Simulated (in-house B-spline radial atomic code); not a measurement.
The numbers below are computed, except where a source is named.
**Stopping of slow ions oscillates with Z: Rb to In at r_s = 3.3**

A nucleus sits in a uniform electron gas with a rigid positive background. The Kohn-Sham equations are solved self-consistently in the spin-unpolarised LDA (PW92), non-relativistic, on B-splines with outgoing waves at the boundary and partial waves to l = 8. The model has no lattice, no bands and no magnetic solution. Atomic units; δ_l are the phase shifts at the Fermi level, counted so that each bound state adds π, and good to about 0.0005. A narrow, partly filled d or f resonance in a thin gas would split by spin, so such rows rest on a solution that is probably unstable.

The density parameter is r_s = 3.3 bohr. The friction coefficient Q = n k_F σ_tr gives dE/dx = Q v for slow ions. Some elements are left out of the table, so an extreme may lie at one of them.

```
ion   δ0/π   δ1/π   δ2/π    δ3/π  σ_tr (bohr²)  Q (a.u.)
 Rb  3.852  2.957  1.158  -0.001         55.56    0.2147
 Sr  3.914  2.992  1.232  -0.006         88.48    0.3418
 Zr  3.962  2.994  1.429  -0.011        179.27    0.6926
 Nb  3.969  2.984  1.533  -0.011        182.10    0.7035
 Mo  3.972  2.976  1.636  -0.010        146.81    0.5672
 Tc  3.976  2.972  1.735  -0.009         92.48    0.3573
 Ru  3.986  2.978  1.826  -0.007         43.76    0.1690
 Rh  4.016  3.000  1.902  -0.004         16.19    0.0626
 Pd  4.082  3.051  1.954  -0.001          9.13    0.0353
 Ag  4.172  3.132  1.985   0.001         15.72    0.0607
 Cd  4.259  3.236  2.003   0.002         33.27    0.1285
 In  4.333  3.352  2.017   0.003         56.33    0.2176
```

Q: Where are the largest and smallest frictions, and what do the phase shifts say there?

A: Largest: Nb, Q = 0.7035; smallest: Pd, Q = 0.0353, a ratio of 19.9. For the largest δ2/π = 1.53: the d resonance is about half filled and sits at the Fermi level, where it scatters most. For the smallest the differences δ_l − δ_(l+1), measured from the nearest multiple of π, are 0.03π, 0.10π, 0.04π; σ_tr grows with the sines of these.

Q: At equal speed, Lindhard and Scharff's formula, with silicon as an example target, scales as Z^(7/6)/(Z^(2/3) + 14^(2/3))^(3/2). How does its rise from the first ion to the last compare?

A: It rises smoothly by 1.1142/0.9711 = 1.15, while Q changes by 0.218/0.215 = 1.01. The statistical formula averages over shells, so it can't show the oscillation.
